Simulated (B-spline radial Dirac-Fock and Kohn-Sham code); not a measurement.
Atomic osmium: differential elastic cross section for electrons at 7.45 keV

Calculated with a B-spline atomic structure program, using relativistic (Dirac) partial waves in the static field of the Dirac-Fock atom with Furness-McCarthy exchange, without polarisation or absorption potentials.

| θ (°) | dσ/dΩ (a₀²/sr) | Sherman function |
| --- | --- | --- |
| 5 | 27.8 | 0.000 |
| 10 | 4.09 | 0.001 |
| 15 | 1.25 | 0.003 |
| 20 | 0.541 | 0.006 |
| 25 | 0.295 | 0.004 |
| 30 | 0.184 | -0.004 |
| 35 | 0.122 | -0.016 |
| 40 | 0.0860 | -0.028 |
| 45 | 0.0634 | -0.034 |
| 50 | 0.0486 | -0.028 |
| 55 | 0.0383 | -0.009 |
| 60 | 0.0307 | 0.021 |
| 65 | 0.0250 | 0.058 |
| 70 | 0.0205 | 0.096 |
| 75 | 0.0170 | 0.129 |
| 80 | 0.0142 | 0.150 |
| 85 | 0.0120 | 0.152 |
| 90 | 0.0103 | 0.129 |
| 95 | 0.00913 | 0.080 |
| 100 | 0.00841 | 0.008 |
| 105 | 0.00813 | -0.073 |
| 110 | 0.00826 | -0.146 |
| 115 | 0.00875 | -0.199 |
| 120 | 0.00957 | -0.228 |
| 125 | 0.0107 | -0.234 |
| 130 | 0.0120 | -0.225 |
| 135 | 0.0134 | -0.207 |
| 140 | 0.0149 | -0.183 |
| 145 | 0.0165 | -0.158 |
| 150 | 0.0180 | -0.133 |
| 155 | 0.0194 | -0.108 |
| 160 | 0.0206 | -0.085 |
| 165 | 0.0216 | -0.062 |
| 170 | 0.0223 | -0.041 |
| 175 | 0.0227 | -0.020 |

The total elastic cross section is 3.60 a₀², the first transport cross section 0.234 a₀² and the second, weighted with (3/2) sin²θ, 0.344 a₀². The mean deflection is ⟨1 − cos θ⟩ = 0.0652, and 2.1 % of the collisions scatter beyond 90°.

On this grid of angles the cross section has a minimum near 105°.

Phase shifts modulo π (rad) for κ = −1 to −5: 0.809, -0.900, 0.954, -0.007, -0.694.
